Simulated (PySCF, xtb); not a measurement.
difluoro(prop-1-en-2-yl)borane (C3H5BF2), SMILES C=C(B(F)F)C. The values are those of a single conformer.

Harmonic wavenumbers (cm⁻¹) from GFN2-xTB (xtb) at its own minimum, in rising order: 55, 115, 157, 272, 324, 417, 465, 566, 693, 693, 927, 961, 1019, 1040, 1165, 1271, 1324, 1393, 1410, 1467, 1480, 1657, 3015, 3030, 3042, 3089, 3128.

Problem. What does PBE-D3(BJ)/def2-SVP in PySCF give at its own minimum? (An estimate is asked for; the answer gives what the named calculation found.)

Solution. 63, 157, 182, 303, 327, 434, 484, 618, 695, 737, 936, 943, 974, 1013, 1153, 1331, 1359, 1368, 1391, 1399, 1415, 1644, 2964, 3037, 3056, 3066, 3159. Paired by order, the mean absolute difference is 28 cm⁻¹ and the zero-point energies are 48.9 and 48.9 kcal/mol.
